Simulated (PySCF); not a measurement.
# Exercise with solution: chemical shift, span and skew from a shielding tensor

Se(OH)(SeH) (H2OSe2), SMILES [Se](O)[SeH]. Atoms are numbered in the order given.

```xyz
5

Se     0.9643    -0.2017     0.2389
O      0.6075    -1.9599     0.5593
H      0.6424    -2.4031    -0.3069
Se    -1.0791     0.7048    -0.3900
H     -1.5970     0.9770     0.9697
```
Charge 0, spin multiplicity 1.

The structure is a stationary point at TPSSh-D3(BJ)/def2-SVP. One conformer was computed; it need not be the lowest.

GIAO shieldings from HF/pcSseg-2 (PySCF), non-relativistic, no solvent. The symmetric part of the tensor of Se4 has the principal values 908.1, 1770.3, 2209.9 ppm. The same nucleus in Me2Se has σ = 1901.4 ppm at this level (PySCF, at its B3LYP-D3(BJ)/def2-TZVP geometry).

Question: Work out the isotropic shielding, the ⁷⁷Se shift against Me2Se, the span and the skew.

Answer: 
σ(iso) = (σ11 + σ22 + σ33)/3 = 1629.4 ppm. δ = σ(ref) − σ(iso) = 1901.4 − (1629.4) = 272.0 ppm.
Span Ω = σ33 − σ11 = 1301.8 ppm. Skew κ = 3(σ(iso) − σ22)/Ω = -0.32. Tumbling in solution averages the tensor to δ; in a static solid the shielding alone would spread this spin-1/2 line over Ω.
